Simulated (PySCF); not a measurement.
C2H8GeO.

```xyz
12

Ge     0.2754     0.0387     0.0000
C     -0.3349    -0.8855     1.6054
C     -0.3349    -0.8855    -1.6054
O     -0.3232     1.7269     0.0000
H      1.8039     0.2168     0.0000
H     -1.4313    -0.9819     1.6081
H     -0.0302    -0.3337     2.5063
H      0.0976    -1.8967     1.6519
H     -0.0302    -0.3337    -2.5063
H     -1.4313    -0.9819    -1.6081
H      0.0976    -1.8967    -1.6519
H     -1.2841     1.7808     0.0000
```

Coordinates come from a PBE0-D3(BJ)/def2-SVP optimisation. The structure was generated by enumeration, and PubChem lists no compound with its InChIKey, so it may never have been made. The values are those of a single conformer.

Computed with PBE/pcSseg-1 in PySCF. Non-relativistic, no solvent.

Computed absolute GIAO shielding of each atom: isotropic value and principal components (ppm):
```json
[
 {"atom": "Ge1", "σ(iso)": "1196.2", "σ11": "1060.0", "σ22": "1190.3", "σ33": "1338.3", "span": "278.2"},
 {"atom": "C2", "σ(iso)": "177.1", "σ11": "166.0", "σ22": "176.7", "σ33": "188.5", "span": "22.6"},
 {"atom": "C3", "σ(iso)": "177.1", "σ11": "166.0", "σ22": "176.7", "σ33": "188.5", "span": "22.6"},
 {"atom": "O4", "σ(iso)": "300.1", "σ11": "269.7", "σ22": "302.1", "σ33": "328.5", "span": "58.8"},
 {"atom": "H5", "σ(iso)": "26.0", "σ11": "20.2", "σ22": "21.1", "σ33": "36.9", "span": "16.7"},
 {"atom": "H6", "σ(iso)": "31.0", "σ11": "26.9", "σ22": "28.7", "σ33": "37.3", "span": "10.4"},
 {"atom": "H7", "σ(iso)": "30.6", "σ11": "26.1", "σ22": "27.7", "σ33": "38.0", "span": "11.9"},
 {"atom": "H8", "σ(iso)": "31.0", "σ11": "26.4", "σ22": "28.1", "σ33": "38.4", "span": "12.0"},
 {"atom": "H9", "σ(iso)": "30.6", "σ11": "26.1", "σ22": "27.7", "σ33": "38.0", "span": "11.9"},
 {"atom": "H10", "σ(iso)": "31.0", "σ11": "26.9", "σ22": "28.7", "σ33": "37.3", "span": "10.4"},
 {"atom": "H11", "σ(iso)": "31.0", "σ11": "26.4", "σ22": "28.1", "σ33": "38.4", "span": "12.0"},
 {"atom": "H12", "σ(iso)": "31.8", "σ11": "23.4", "σ22": "27.7", "σ33": "44.1", "span": "20.7"}
]
```
